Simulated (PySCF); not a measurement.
Orbital picture of GaH

HSE06 at R = 1.667 Å; PySCF, spin-free X2C with a Gaussian nucleus, basis sets Ga jorge-DZP-DKH, H jorge-DZP-DKH. State: ¹Σ⁺ (singlet), closed shell. Only the outer orbitals are listed, counted within each symmetry.

```
orbital  occ.  ε (eV)  on Ga (%)           main shells (%)
     1δ     2  -21.35        100                  100 Ga d
     1δ     2  -21.35        100                  100 Ga d
     6σ     2  -21.11         99                   99 Ga d
     3π     2  -21.11        100                  100 Ga d
     3π     2  -21.11        100                  100 Ga d
     7σ     2  -10.56         74           71 Ga s, 26 H s
     8σ     2   -5.45         63  37 H s, 37 Ga p, 25 Ga s
     4π     0   -1.91        100                  100 Ga p
     4π     0   -1.91        100                  100 Ga p
     9σ     0    1.97         64           62 Ga p, 36 H s
```

Question: Which are the highest filled and the lowest empty level, where do they sit, and how wide is the gap?

Answer: Highest filled 8σ at -5.45 eV (in %: 37 H s, 37 Ga p, 25 Ga s); lowest empty 4π at -1.91 eV (in %: 100 Ga p); the gap at HSE06 is 3.54 eV.

```json
{
  "bond order (Mayer)": "0.85",
  "⟨S²⟩": "0.000",
  "charge on Ga (Mulliken, basis-dependent)": "0.29",
  "charge on Ga (Löwdin, basis-dependent)": "0.27",
  "dipole moment (positive dipole means Ga(−)H(+))": "-0.48 D"
}
```
